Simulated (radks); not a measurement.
Spherical quantum dot in the effective-mass picture: electrons in a well V = -V0 / (1 + exp((r - R)/a)) with V0 = 6.56, R = 5.22, a = 0.58, with a point charge +2 (a donor) at the centre, all in effective atomic units (hartree* = m*/eps^2 hartree, bohr* = eps/m* bohr), one dielectric constant everywhere. Calculated with a radial shooting solver with Libxc functionals: non-relativistic Kohn-Sham, r2SCAN, spin-polarised, spherical densities, generalised Kohn-Sham scheme. Levels are named by radial order and angular momentum (1s, 1p, 1d, 2s, ...), and open shells are averaged over m. Each electron was tried in the lowest free levels, single moves between levels near the top were tried too, and the lowest total energy was kept; such a search can miss a lower state. At N = 1 the Hartree and exchange-correlation terms need not cancel, so that row can carry a self-interaction error.

\begin{tabular}{lrrrrrrr}
N & open shells & 2S & E (hartree*) & mu = E(N) - E(N-1) (hartree*) & addition energy mu(N+1) - mu(N) (hartree*) & e(HOMO) (hartree*) & rms radius (bohr*) \\ \hline
1 & 1s(up 1, down 0) & 1 & -8.55573 & -8.5557 & 1.103 & -8.1422 & 0.8676 \\
2 & none & 0 & -16.0080 & -7.4523 & 1.433 & -7.1468 & 1.071 \\
3 & 1p(up 1, down 0) & 1 & -22.0277 & -6.0197 & 0.2617 & -5.8981 & 1.770 \\
4 & 1p(up 2, down 0) & 2 & -27.7857 & -5.7580 & 0.2851 & -5.6162 & 2.082 \\
5 & 1p(up 3, down 0) & 3 & -33.2586 & -5.4729 & 0.2944 & -5.3293 & 2.283 \\
6 & 1p(up 3, down 0) 2s(up 1, down 0) & 4 & -38.4371 & -5.1785 & 0.4067 & -5.0407 & 2.452 \\
7 & 1p(up 3, down 0) & 3 & -43.2089 & -4.7718 & 0.2486 & -4.6556 & 2.584 \\
8 & 1p(up 3, down 2) 2s(up 1, down 0) & 2 & -47.7321 & -4.5232 & 0.2496 & -4.4018 & 2.671 \\
9 & 2s(up 1, down 0) & 1 & -52.0056 & -4.2736 & 0.2665 & -4.1445 & 2.756 \\
10 & none & 0 & -56.0127 & -4.0071 & 0.5139 & -3.8756 & 2.834 \\
11 & 1d(up 1, down 0) & 1 & -59.5060 & -3.4932 & 0.2411 & -3.3729 & 2.916 \\
12 & 1d(up 2, down 0) & 2 & -62.7580 & -3.2521 & 0.2421 & -3.1311 & 2.987 \\
13 & 1d(up 3, down 0) & 3 & -65.7680 & -3.0100 & 0.2420 & -2.8889 & 3.050 \\
14 & 1d(up 4, down 0) & 4 & -68.5360 & -2.7680 & 0.2414 & -2.6471 & 3.107 \\
15 & 1d(up 5, down 0) & 5 & -71.0625 & -2.5265 & 0.3252 & -2.4061 & 3.158 \\
16 & 1d(up 5, down 1) & 4 & -73.2639 & -2.2014 & 0.2289 & -2.0873 & 3.206 \\
17 & 1d(up 5, down 2) & 3 & -75.2364 & -1.9725 & 0.2305 & -1.8574 & 3.250 \\
18 & 1d(up 5, down 3) & 2 & -76.9784 & -1.7420 & 0.2313 & -1.6264 & 3.291 \\
19 & 1d(up 5, down 4) & 1 & -78.4891 & -1.5107 & 0.2314 & -1.3950 & 3.330 \\
20 & none & 0 & -79.7684 & -1.2793 & 0.5045 & -1.1638 & 3.366 \\
21 & 1f(up 1, down 0) & 1 & -80.5432 & -0.77484 & 0.2223 & -0.66373 & 3.405 \\
22 & 1f(up 2, down 0) & 2 & -81.0958 & -0.55252 & - & -0.44128 & 3.442 \\
\end{tabular}

All shells are closed at N = 2, 10, 20 (there: 1s2 1p6 1d10 2s2); the second difference of the energy has clear peaks (12 % above both neighbours; the first and last values, which can be the largest, are not judged, and half-filled shells can peak too) at N = 2, 6, 10, 15, 20.
